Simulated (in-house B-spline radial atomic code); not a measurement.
**The scandium ion Sc¹⁴⁺: [He] 2s2 2p3**

Computed with a radial B-spline atomic code at the basis-set limit: non-relativistic r2SCAN0, spin-polarised, spherical fractional occupations, point nucleus.

Screening seen three ways: the hydrogenic charge with the same mean radius, Z_r = [3n² - l(l+1)]/(2<r>), the one with the same energy, Z_e = n√(-2ε), and Slater's rules. Values are occupation-weighted means over spin.

```json
{"shell": "1s", "electrons": "2", "ε (eV)": "-5003", "<r> (bohr)": "0.07328", "Z_r": "20.47", "Z_e": "19.18", "Slater": "20.70"}
{"shell": "2s", "electrons": "2", "ε (eV)": "-953.86", "<r> (bohr)": "0.3234", "Z_r": "18.55", "Z_e": "16.75", "Slater": "17.90"}
{"shell": "2p", "electrons": "3", "ε (eV)": "-903.58", "<r> (bohr)": "0.2796", "Z_r": "17.88", "Z_e": "16.30", "Slater": "17.90"}
```

The least bound orbital is 2p up at -903.6 eV, while the most diffuse is 2s down (<r> = 0.3257 bohr against 0.2796 bohr): energy order and size order differ.
